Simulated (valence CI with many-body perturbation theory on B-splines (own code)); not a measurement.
## How close is CI+MBPT for W II?

Level of theory: valence CI with perturbative core correlation (CI+MBPT): five valence electrons over a frozen Dirac-Fock core [Xe] 4f14, a basis of 7 s, 7 p, 8 d, 6 f, 4 g, 1 h functions for each j, with the one-electron correlation potential Σ1, the two-electron term Σ2, the three-electron term Σ3, Breit, model QED; selected CI, second order for the rest, scaled by the run's own slope (own B-spline code, finite nucleus).

Set against measurement, 9 paired levels are off by 335 cm⁻¹ on average, the worst by 920. These come from a selection out of the NIST Handbook of Basic Atomic Spectroscopic Data. Levels without a partner in it may be off by more, other configurations by 1,000 to 4,000 cm⁻¹. Among the levels kept, up to 2600 cm⁻¹ of a level comes from second order outside the variational space, and about a tenth of that is noise between levels of different J, which matters for small intervals. 1 measured level below the end of the list, from 8711 cm⁻¹ on, found no clear computed partner, and computed levels of the same name lie up to 12293 cm⁻¹ from them.

Measured levels: NIST Handbook of Basic Atomic Spectroscopic Data (Sansonetti and Martin, J. Phys. Chem. Ref. Data 34, 1559 (2005)). Pairs share parity and J, and are chosen by configuration, term and nearness in energy; levels without a clear partner are left out. Energies in cm⁻¹ above the measured ground level.

Names give the largest LS component (configuration and term), which can be under half, so a name can repeat, a term be missing and a line seem to break the LS rules; names also repeat where a configuration has a term twice. Letters in brackets count levels of one name in rising energy.

```csv
Computed label,Label in the source,Measured,Computed,Difference
5d4 6s 6D_1/2,5d4(5D) 6s 6D,0,0.0,0
5d4 6s 6D_3/2,5d4(5D) 6s 6D,1518.8,1442.7,-76
5d4 6s 6D_5/2,5d4(5D) 6s 6D,3172.5,3059.8,-113
5d4 6s 6D_7/2,5d4(5D) 6s 6D,4716.3,4603.6,-113
5d4 6s 6D_9/2,5d4(5D) 6s 6D,6147.1,6057.5,-90
5d5 6S_5/2,5d5 6S,7420.3,6500.4,-920
5d3 6s2 4F_5/2,5d4(a 3F) 6s 4F,11301.0,11522.1,+221
5d3 6s2 4F_7/2,5d4(a 3F) 6s 4F,13411.9,13632.2,+220
5d3 6s 6p 6F°_1/2 [a],5d3(4F) 6s 6p 6F°,44455.2,44843.7,+389
5d4 6p 6F°_11/2 [a],5d4(5D) 6p 6F°,51495.1,50621.2,-874
```

Over 9 excited levels the mean absolute difference is 335 cm⁻¹, the median 220 and the largest 920. The comparison draws on a selection of the measured levels: 10 of the 210 computed ones have a partner in it, and others may be off by more.

These 1 measured levels below the end of the computed list are not counted above. Beside each stands the unpaired computed level of its name, or else the nearest of its J and parity; the gap is either an error of the method or a doubtful assignment.

```json
{"Label in the source": "5d4(a 3F) 6s 4F", "J": "3/2", "Measured": "8711", "Unpaired level": "5d4 6s 4F_3/2 [a]", "Computed": "21004"}
```
